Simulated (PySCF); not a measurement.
Question: What does the PBE0-D3(BJ)/def2-SVP structure of `Cc1nn(C)nc1Cl` look like in three dimensions?

Answer: 
Z-matrix in Å and degrees, rows numbered from 1:
```
C 
C   1  1.4844
N   2  1.3307  1  124.05
N   3  1.3166  2  104.86  1   179.41
C   4  1.4395  3  121.98  2   176.49
N   4  1.3155  3  115.93  2     0.51
C   6  1.3236  4  103.19  3    -0.38
Cl  7  1.7067  2  127.42  1    -0.17
H   1  1.0972  2  109.87  3    -1.33
H   1  1.1007  2  111.10  3  -121.75
H   1  1.1009  2  111.08  3   118.97
H   5  1.1007  4  110.81  3   -82.97
H   5  1.0957  4  108.21  3   157.01
H   5  1.0965  4  108.69  3    37.16
```

The 2 C–C bonds span 1.411 Å (C2–C7, aromatic) to 1.484 Å (C1–C2, drawn single), a spread of 0.073 Å. The C–N distances run from 1.324 Å (N6–C7, aromatic) to 1.439 Å (N4–C5, drawn single), a spread of 0.115 Å. N3 (pyridine-type nitrogen) is bent (angle 104.9°). N4 (pyrrole-type nitrogen) is planar (angles 122.0°, 122.0° and 115.9°, sum 359.9°, 0.03 Å off the plane of its three neighbours).

Method used: PBE0-D3(BJ)/def2-SVP geometry optimisation, gas phase (PySCF).

No frequency check.

Hardware: one thread, AMD EPYC 9R45 (x86_64), no GPU, shared host with 96 logical CPUs at a one-minute load of 39. Cost: 46 s of wall time, 0.59 GiB resident at most. These figures are those of the optimisation.
